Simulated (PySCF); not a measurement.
Geometries of 2 isomers of C2H8GeOSi, from PySCF, PBE0-D3(BJ)/def2-SVP geometry optimisation, gas phase. One conformer each, no zero-point energy, no frequencies.

**Question.** Which is lower in electronic energy at this level?
A.
```xyz
13
angstrom
O      0.706    1.883    0.877
C      1.534    1.007    0.965
Si     1.201   -0.749    0.229
C     -0.233   -0.620   -0.959
Ge    -1.828    0.297   -0.247
H      2.505    1.218    1.494
H      0.891   -1.649    1.385
H      2.467   -1.237   -0.405
H      0.091   -0.083   -1.865
H     -0.531   -1.633   -1.272
H     -3.076   -0.434   -0.792
H     -1.864    0.217    1.289
H     -1.871    1.758   -0.713
```
B.
```xyz
13
angstrom
C      3.022    0.009    0.205
C      1.775    0.478    0.120
Ge     0.199   -0.638    0.036
O     -1.161    0.505   -0.110
Si    -2.804    0.396   -0.275
H      3.246   -1.064    0.235
H      3.889    0.677    0.250
H      1.601    1.560    0.091
H      0.187   -1.562   -1.199
H     -0.010   -1.471    1.318
H     -3.418   -0.327    0.885
H     -3.173   -0.340   -1.525
H     -3.362    1.777   -0.338
```

**Answer.** B. That is `C=[CH][GeH2][O][SiH3]`, 24.3 kcal/mol below the other.

```json
{"SMILES": "C=[CH][GeH2][O][SiH3]", "atoms numbered as above": "[CH2:1]=[CH:2][GeH2:3][O:4][SiH3:5]", "E (Eh)": "-2521.73236", "relative (kcal/mol)": "0.0", "relative (kJ/mol)": "0.0", "dipole (D)": "1.52"}
{"SMILES": "O=C[SiH2][CH2][GeH3]", "atoms numbered as above": "[O:1]=[CH:2][SiH2:3][CH2:4][GeH3:5]", "E (Eh)": "-2521.69365", "relative (kcal/mol)": "24.3", "relative (kJ/mol)": "101.7", "dipole (D)": "2.09"}
```

As drawn, the lower has an Si–O bond and a C=C bond outside aromatic rings, which the higher lacks; the higher has a C=O bond and an Si–C bond, which the lower lacks.
